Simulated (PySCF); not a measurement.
ZnBr₂, SMILES [Br][Zn][Br].

Geometry optimised at TPSSh-D3(BJ)/def2-SVP. The isomer is the one that the SMILES or the coordinates give; other isomers of the formula were not compared.

Method: PBE0/def2-TZVPD (PySCF).

- total energy: -6926.98653 hartree
- point group: D∞h
- highest occupied level: -8.60 eV
- lowest empty level: -1.87 eV
- orbital gap: 6.73 eV
- dipole moment: 0.00 D
- quadrupole, principal values (traceless, Buckingham form, about the centre of nuclear charge): -7.34, 3.67, 3.67 D·Å
- mean static polarisability: 68.2 bohr³ (10.10 Å³)
- polarisability, principal values: 53.5, 53.5, 97.5 bohr³
